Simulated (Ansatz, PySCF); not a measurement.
This PySCF input computes a PBE/def2-TZVPD energy:

```python
from pyscf import gto, scf, dft

mol = gto.M(
    atom='''
    Si    0.15048973    0.05647721    0.00054256
    O    -0.12839536    1.58068075   -0.01961932
    O     1.40525273   -0.83930368    0.02113934
    O    -1.29020102   -0.81922526   -0.00071148
    H    -2.00010701   -0.16789537   -0.01406420
    ''',
    basis='def2-tzvpd',
    charge=-1,
    spin=0,
    verbose=4,
)

mf = dft.RKS(mol, xc='pbe').density_fit(auxbasis='def2-universal-jkfit')
mf.grids.level = 3
mf.conv_tol = 1e-9
mf.max_cycle = 100
mf.max_memory = 1500
mf.kernel()
if not mf.converged:
    mf = mf.newton()
    mf.kernel(mf.make_rdm1())
mf.analyze()
```

Q: Write an input for the same energy in Ansatz (a program for electronic structure) and say what it gives.

A: 
Ansatz 0.2 input:
```yaml
crystal:
  periodic: [false, false, false]
  atoms:
    - {symbol: Si, position_ang: [0.15048973, 0.05647721, 0.00054256]}
    - {symbol: O, position_ang: [-0.12839536, 1.58068075, -0.01961932]}
    - {symbol: O, position_ang: [1.40525273, -0.83930368, 0.02113934]}
    - {symbol: O, position_ang: [-1.29020102, -0.81922526, -0.00071148]}
    - {symbol: H, position_ang: [-2.00010701, -0.16789537, -0.01406420]}
basis:
  gaussian:
    orbitals: def2-TZVPD
hamiltonian:
  xc: {name: PBE}
total_charge: -1
output: {forces: true}
```
It gives -515.68293 Eh, and PySCF -515.68300 Eh, a difference of 0.07 mEh, from the treatment of integrals and grids.

It need not be the lowest isomer of its formula. Whether it binds its extra electron was not tested at this geometry.
